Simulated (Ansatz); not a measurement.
`[F][Al]1[CH]=[N]1` and `[CH]1=[N][AlH]1` differ in one atom or group.

Ansatz, PBE0-D4/def2-TZVP geometries, multiplicity 1. 

| property | `[F][Al]1[CH]=[N]1` |
| --- | --- |
| size of the dipole moment (B3LYP/def2-TZVPP) / D | 1.79 |
| LUMO energy (PBE0/def2-TZVPP) / eV | -1.88 |
| zero-point energy (PBE0-D4/def2-TZVP) / kJ/mol | 55.0 |
| size of the dipole moment (ωB97M-V/def2-TZVPP) / D | 1.95 |
| HOMO energy (ωB97M-V/def2-TZVPP) / eV | -8.09 |
| HOMO energy (PBE0/def2-TZVPP) / eV | -5.90 |

Give the same properties after the change, and the shifts. (Estimate.)

Computed: 
```tsv
property	`[CH]1=[N][AlH]1`	shift
size of the dipole moment (B3LYP/def2-TZVPP) / D	2.50	0.71
LUMO energy (PBE0/def2-TZVPP) / eV	-1.20	0.68
zero-point energy (PBE0-D4/def2-TZVP) / kJ/mol	64.5	9.5
size of the dipole moment (ωB97M-V/def2-TZVPP) / D	2.70	0.75
HOMO energy (ωB97M-V/def2-TZVPP) / eV	-7.73	0.36
HOMO energy (PBE0/def2-TZVPP) / eV	-5.59	0.31
```

With PBE0 the HOMO rises by 0.31 eV and the LUMO rises by 0.68 eV, so the gap widens by about 0.37 eV. PBE moves the HOMO by 0.21 eV and ωB97M-V by 0.36 eV. Dipoles are sizes alone; their direction can turn.

B3LYP here is the variant with VWN-RPA as its local correlation; programs differ in this.
